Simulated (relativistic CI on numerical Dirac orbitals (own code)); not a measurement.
## Hyperfine structure of Au³⁰⁺, mass number 197

Method of calculation: Dirac-Coulomb-Breit CI, orbitals from a KLI potential per configuration, a model potential for QED, unscaled Slater integrals (own radial code, finite nucleus).

Configurations in the expansion (outside the closed core [Ar] 3d10): 4s2.4p6.4d10.4f3, 4s2.4p6.4d9.4f4, 4s2.4p6.4d10.4f2.5s, 4s2.4p6.4d10.4f2.5p, 4s2.4p6.4d10.4f.5s2, 4s2.4p5.4d10.4f4, 4s2.4p6.4d10.4f.5s.5p, 4s2.4p6.4d10.4f2.5d, 4s2.4p6.4d10.4f.5p2, 4s2.4p6.4d10.4f.5s.5d, 4s.4p6.4d10.4f4, 4s2.4p6.4d9.4f2.5s2, 4s2.4p6.4d10.4f2.5f, 4s2.4p6.4d10.4f2.6s, 4s2.4p6.4d10.4f.5d2, 4s2.4p6.4d10.4f2.6p. Levels of other configurations are missing.

Nuclear spin I = 3/2, μ = 0.1452 μN, Q = 0.547 b (tables of Stone and Pyykkö). The electronic factors are computed for point nuclear moments, without core polarisation or the Bohr-Weisskopf and QED corrections.

| Level | E (cm⁻¹) | A (MHz) | B (MHz) |
| --- | --- | --- | --- |
| 4s2.4p6.4d10.4f3 4I°_9/2 | 0.0 | 566 | 814 |
| 4s2.4p6.4d10.4f3 4I°_11/2 | 33797.0 | 437.3 | 1120 |
| 4s2.4p6.4d10.4f3 4F°_3/2 | 44112.0 | 592.9 | -455 |
| 4s2.4p6.4d10.4f3 4I°_13/2 | 59550.5 | 387.3 | 1780 |
| 4s2.4p6.4d10.4f3 4G°_5/2 | 76321.3 | 498.4 | -2200 |
| 4s2.4p6.4d10.4f3 4I°_15/2 | 79915.1 | 369.2 | 2720 |
| 4s2.4p6.4d10.4f3 4G°_7/2 | 91929.9 | 369.7 | 1350 |
| 4s2.4p6.4d10.4f3 2K°_13/2 | 101066.4 | 414.5 | 3780 |

Levels with J = 0, under 50 % of one LS term, or S terms without an open s electron are left out. Small factors come from cancelling terms and can be off by tens of per cent or more.

At this charge energies of transitions that change n are usually good to better than 1 %, and those within a shell (Δn = 0) to a few per cent. Terms inside the open d or f shell come out 10 to 20 % too wide with unscaled integrals.

(1) Give the hyperfine levels of 4s2.4p6.4d10.4f3 4I°_9/2 relative to its centre of gravity.

Answers

(1) With K = F(F + 1) − I(I + 1) − J(J + 1), E = AK/2 + B[¾K(K + 1) − I(I + 1)J(J + 1)]/[2I(2I − 1)J(2J − 1)]: F = 3: -4296, F = 4: -2575, F = 5: 85.24, F = 6: 4024 MHz.

LS names give the leading component of a level, which can be under half, so a name can repeat, a term be missing and a line seem to break the LS rules.
